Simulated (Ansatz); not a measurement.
Molecule: AgF, net charge 0, singlet state. 
Structure (B3LYP-D3(BJ)/def2-TZVP (Ansatz, a program for electronic structure) minimum search):
```xyz
2

Ag     0.0000     0.0000    -0.3209
F      0.0000     0.0000     1.6759
```

Dipole moments at this geometry, in debye (magnitudes).

```tsv
level	program	dipole (D)
revPBE/def2-TZVPD	Ansatz	5.32
r2SCAN/def2-TZVPD	Ansatz	5.59
BHLYP/def2-TZVPD	Ansatz	6.43
HSE06/def2-TZVPD	Ansatz	5.93
wB97X-V/def2-TZVPD	Ansatz	(withheld)
CCSD(T)/def2-SVPD	Ansatz	(withheld)
```

Q: Complete the blanks.

A: 
- wB97X-V/def2-TZVPD, dipole (D): 6.23
- CCSD(T)/def2-SVPD, dipole (D): 6.53
